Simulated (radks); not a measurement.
The numbers below are computed, except where a source is named.
These are the eigenvalues of the occupied orbitals of an atom or ion with whole-number occupations (Ry). Level of theory: Dirac Kohn-Sham, PBE, spin-unpolarised, spherical densities, point nucleus (a radial shooting solver on a logarithmic mesh with Libxc functionals).

orbital  eigenvalue
1s1/2     -2134.284
2s1/2     -324.7643
2p1/2     -303.5574
2p3/2     -286.6046
3s1/2     -65.20336
3p1/2     -56.59011
3p3/2     -53.49419
3d3/2     -38.27582
3d5/2     -37.63681
4s1/2     -12.95231
4p1/2     -10.08637
4p3/2      -9.52828
4d3/2      -5.02092
4d5/2      -4.94163

Which element is it, and in what charge state? The configuration may be excited. Open shells, if any, are shared by 2j + 1.

Answer. Z = 50, tin, charge +4: Sn4+ in [Kr] 4d10. The list shows which subshells hold electrons but not how many an open one holds; the 1s level, -1067.1 hartree, gives Z - s = 46.2 by -(Z - s)^2/2, which with screening and relativity narrows Z to a few neighbours, and the depths of the outer levels then fix element, charge and occupations together.
